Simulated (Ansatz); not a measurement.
```yaml
crystal:
  periodic: [false, false, false]
  atoms:
    - {symbol: B, position_ang: [-0.192317, 0.956381, -0.447732]}
    - {symbol: C, position_ang: [1.119996, 0.485174, -0.548195]}
    - {symbol: N, position_ang: [0.682077, -0.766524, 0.221676]}
    - {symbol: C, position_ang: [-0.590194, -0.922917, 0.472767]}
    - {symbol: S, position_ang: [-0.290978, 2.334424, -1.030945]}
    - {symbol: H, position_ang: [-0.290978, 2.284424, -1.330945]}
    - {symbol: H, position_ang: [1.969519, 0.550972, -0.588979]}
    - {symbol: H, position_ang: [-0.947662, -2.002859, 0.543702]}
    - {symbol: H, position_ang: [-0.642813, -0.856390, 1.974512]}
basis:
  gaussian: {orbitals: "6-31++G**"}
hamiltonian: {xc: {name: HSE06}}
correlation: {method: rpa}
accuracy: high
scf: {lower_state_search: light}
```

```sh
$ ansatz run in.yaml --threads 2 --pin off --events-out ev --progress --plain --max-ram 4352MiB
```

Output, abridged:

```
Functional definition: HSE06
2547 factors; integrals over basis functions are off by at most 4.0e-9 eV
134 factors; integrals over basis functions are off by at most 1.5e-9 eV
mean field evaluation 1: about -14913.5825 eV, gradient 6.7e1 eV
mean field evaluation 2: about -14913.9026 eV, gradient 6.7e1 eV
mean field evaluation 4: about -14922.6849 eV, gradient 3.7e1 eV
mean field evaluation 8: about -14926.6448 eV, gradient 8.8e-1 eV
mean field evaluation 16: about -14926.6679 eV, gradient 8.6e-3 eV
mean field -14926.66790319 eV, -548.5449277832 hartree, gradient 5.2e-8 eV, S^2 0.000000; 1 other end points of the search recorded, 0 dependent functions left out; unrestricted orbitals would lower it
unrestricted determinant -14889.13939155 eV, -547.1657804184 hartree, S^2 1.2921
9 core orbitals not correlated: weight in the atoms' cores, before any rotation towards them, 0.998 or more for the frozen orbitals, at most 0.000 for the correlated occupied ones
reference -14887.57686302 eV, -547.1083585539 hartree; 13, 13 occupied and 101, 101 virtual orbitals, 2547 factors
Total energy: -14915.16000800 eV, -548.1220204355 hartree
```

(1) Something in this input is off. What?

Answers

(1) One atom was put on top of another. The run converged. The result belongs to that input, not to the molecule as meant.

HSE06 is defined as in plane-wave codes.
